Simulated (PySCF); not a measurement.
**SeO2: from structure and modes to constants**

Computed with B3LYP in PySCF with Se def2-TZVP, O def2-TZVP; no relativity; density-fitted integrals.

The singlet minimum has C2v symmetry. Masses (u): Se 79.91652, O 15.99492.

```xyz
3
charge 0 multiplicity 1, angstrom
Se    0.0000    0.0000   -0.2520
O     1.3500    0.0000    0.6288
O    -1.3500    0.0000    0.6288
```

Harmonic wavenumbers (cm⁻¹): 373.9 (a1, ×1), 971.7 (a1, ×1), 1009.1 (b2, ×1).

What is the harmonic zero-point energy?

Half the sum of all 3 wavenumbers, 2355/2 = 1177 cm⁻¹, which is 14.1 kJ/mol (1 cm⁻¹ = 0.0119627 kJ/mol).

Find the vibrational entropy and heat capacity at 298.15 K.

With u = 1.43878 ω/T, each mode gives S = R[u/(eᵘ−1) − ln(1−e⁻ᵘ)] and C = R u² eᵘ/(eᵘ−1)².
| ω (cm⁻¹) | u | S (J/(mol K)) | C (J/(mol K)) |
| --- | --- | --- | --- |
| 373.9 | 1.804 | 4.45 | 6.38 |
| 971.7 | 4.689 | 0.44 | 1.71 |
| 1009.1 | 4.870 | 0.38 | 1.54 |
The sums over all modes are S = 5.3 and C = 9.6 J/(mol K); the softest mode gives 85 % of the entropy.
